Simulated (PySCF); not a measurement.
C$_{2}$H$_{6}$N (SMILES C[CH-]N), charge -1, singlet, at a GFN2-xTB geometry; PySCF with PBE/6-31G*.

Input for PySCF:
```python
from pyscf import gto, scf, dft

mol = gto.Mole()
mol.atom = '''
    C     1.173794   -0.298885   -0.030648
    C    -0.000619    0.690498   -0.119470
    N    -1.281756   -0.073605    0.018756
    H     2.131807    0.237138    0.010824
    H     1.167587   -1.007128    0.848546
    H     1.205745   -0.944680   -0.924685
    H     0.048015    1.289231    0.846587
    H    -1.253289   -0.753268    0.806942
    H    -1.366625   -0.655738   -0.818802
'''
mol.basis = '6-31g*'
mol.charge = -1
mol.spin = 0
mol.verbose = 4
mol.build()

mf = dft.RKS(mol)
mf.xc = 'pbe'
mf.diis = False
mf.damp = 0.3
mf.diis_start_cycle = 200
mf.max_cycle = 150
mf.kernel()
```

Output, abridged:

```
PySCF version 2.14.0

[INPUT] verbose = 4
[INPUT] num. atoms = 9
[INPUT] num. electrons = 26
[INPUT] charge = -1
[INPUT] spin (= nelec alpha-beta = 2S) = 0
[INPUT] symmetry False subgroup None
[INPUT] Mole.unit = angstrom
[INPUT] Symbol           X                Y                Z      unit          X                Y                Z       unit  Magmom
[...]
nuclear repulsion = 74.8244020873167
number of shells = 30
number of NR pGTOs = 105
number of NR cGTOs = 54
basis = 6-31g*
ecp = {}

******** <class 'pyscf.dft.rks.RKS'> ********
method = RKS
initial guess = minao
damping factor = 0.3
level_shift factor = 0
DIIS disabled
SCF conv_tol = 1e-09
SCF conv_tol_grad = None
SCF max_cycles = 150
direct_scf = True
direct_scf_tol = 1e-13
XC library pyscf.dft.libxc version 7.1.2
    S. Lehtola, C. Steigemann, M. J. T. Oliveira, and M. A. L. Marques,  SoftwareX 7, 1–5 (2018)
XC functionals = pbe
    J. P. Perdew, K. Burke, and M. Ernzerhof,  Phys. Rev. Lett. 77, 3865 (1996)
    J. P. Perdew, K. Burke, and M. Ernzerhof,  Phys. Rev. Lett. 78, 1396 (1997)
    J. P. Perdew, K. Burke, and M. Ernzerhof,  Phys. Rev. Lett. 77, 3865 (1996)
    J. P. Perdew, K. Burke, and M. Ernzerhof,  Phys. Rev. Lett. 78, 1396 (1997)
radial grids:
    Treutler-Ahlrichs [JCP 102, 346 (1995); DOI:10.1063/1.469408] (M4) radial grids

becke partition: Becke, JCP 88, 2547 (1988); DOI:10.1063/1.454033
pruning grids: <function nwchem_prune>
grids dens level: 3
symmetrized grids: False
atomic radii adjust function: <function treutler_atomic_radii_adjust>
small_rho_cutoff = 0
Set gradient conv threshold to 3.16228e-05
Initial guess from minao.
tot grids = 100992
init E= -134.22111461682
[...]
cycle= 1 E= -134.091680418474  delta_E= 0.129  |g|= 0.763  |ddm|= 2.57
[...]
cycle= 2 E= -134.107747952527  delta_E= -0.0161  |g|= 0.744  |ddm|= 3.29
[...]
cycle= 3 E= -134.119906956582  delta_E= -0.0122  |g|= 0.731  |ddm|= 3.13
[...]
cycle= 4 E= -134.063684067304  delta_E= 0.0562  |g|= 0.806  |ddm|= 4.01
[...]
cycle= 5 E= -134.06290373406  delta_E= 0.00078  |g|= 0.864  |ddm|= 4.14
[...]
cycle= 6 E= -133.899794099313  delta_E= 0.163  |g|= 1.04  |ddm|= 5.88
[...]
cycle= 7 E= -133.891711620274  delta_E= 0.00808  |g|= 1.18  |ddm|= 6.06
[...]
cycle= 8 E= -133.418940683272  delta_E= 0.473  |g|= 1.46  |ddm|=   10
[...]
cycle= 9 E= -133.391354992752  delta_E= 0.0276  |g|= 1.83  |ddm|= 10.2
[...]
cycle= 10 E= -132.746716805509  delta_E= 0.645  |g|= 1.79  |ddm|= 13.4
[...]
[...]
[...]
cycle= 120 E= -106.152507978876  delta_E= -2.28  |g|= 6.52  |ddm|= 24.1
[...]
cycle= 121 E= -103.873207078157  delta_E= 2.28  |g|= 6.61  |ddm|= 24.1
[...]
cycle= 122 E= -106.152507978875  delta_E= -2.28  |g|= 6.52  |ddm|= 24.1
[...]
cycle= 123 E= -103.873207078157  delta_E= 2.28  |g|= 6.61  |ddm|= 24.1
[...]
cycle= 124 E= -106.152507978875  delta_E= -2.28  |g|= 6.52  |ddm|= 24.1
[...]
cycle= 125 E= -103.873207078156  delta_E= 2.28  |g|= 6.61  |ddm|= 24.1
[...]
cycle= 126 E= -106.152507978875  delta_E= -2.28  |g|= 6.52  |ddm|= 24.1
[...]
cycle= 127 E= -103.873207078157  delta_E= 2.28  |g|= 6.61  |ddm|= 24.1
[...]
cycle= 128 E= -106.152507978876  delta_E= -2.28  |g|= 6.52  |ddm|= 24.1
[...]
cycle= 129 E= -103.873207078156  delta_E= 2.28  |g|= 6.61  |ddm|= 24.1
[...]
cycle= 130 E= -106.152507978875  delta_E= -2.28  |g|= 6.52  |ddm|= 24.1
[...]
cycle= 131 E= -103.873207078157  delta_E= 2.28  |g|= 6.61  |ddm|= 24.1
[...]
cycle= 132 E= -106.152507978875  delta_E= -2.28  |g|= 6.52  |ddm|= 24.1
[...]
cycle= 133 E= -103.873207078156  delta_E= 2.28  |g|= 6.61  |ddm|= 24.1
[...]
cycle= 134 E= -106.152507978875  delta_E= -2.28  |g|= 6.52  |ddm|= 24.1
[...]
cycle= 135 E= -103.873207078157  delta_E= 2.28  |g|= 6.61  |ddm|= 24.1
[...]
cycle= 136 E= -106.152507978875  delta_E= -2.28  |g|= 6.52  |ddm|= 24.1
[...]
cycle= 137 E= -103.873207078156  delta_E= 2.28  |g|= 6.61  |ddm|= 24.1
[...]
cycle= 138 E= -106.152507978875  delta_E= -2.28  |g|= 6.52  |ddm|= 24.1
[...]
cycle= 139 E= -103.873207078157  delta_E= 2.28  |g|= 6.61  |ddm|= 24.1
[...]
cycle= 140 E= -106.152507978875  delta_E= -2.28  |g|= 6.52  |ddm|= 24.1
[...]
cycle= 141 E= -103.873207078155  delta_E= 2.28  |g|= 6.61  |ddm|= 24.1
[...]
cycle= 142 E= -106.152507978876  delta_E= -2.28  |g|= 6.52  |ddm|= 24.1
[...]
cycle= 143 E= -103.873207078156  delta_E= 2.28  |g|= 6.61  |ddm|= 24.1
[...]
cycle= 144 E= -106.152507978875  delta_E= -2.28  |g|= 6.52  |ddm|= 24.1
[...]
cycle= 145 E= -103.873207078157  delta_E= 2.28  |g|= 6.61  |ddm|= 24.1
[...]
cycle= 146 E= -106.152507978875  delta_E= -2.28  |g|= 6.52  |ddm|= 24.1
[...]
cycle= 147 E= -103.873207078157  delta_E= 2.28  |g|= 6.61  |ddm|= 24.1
[...]
cycle= 148 E= -106.152507978875  delta_E= -2.28  |g|= 6.52  |ddm|= 24.1
[...]
cycle= 149 E= -103.873207078156  delta_E= 2.28  |g|= 6.61  |ddm|= 24.1
[...]
cycle= 150 E= -106.152507978875  delta_E= -2.28  |g|= 6.52  |ddm|= 24.1
SCF not converged.
SCF energy = -106.152507978875
```

Convergence was not reached.
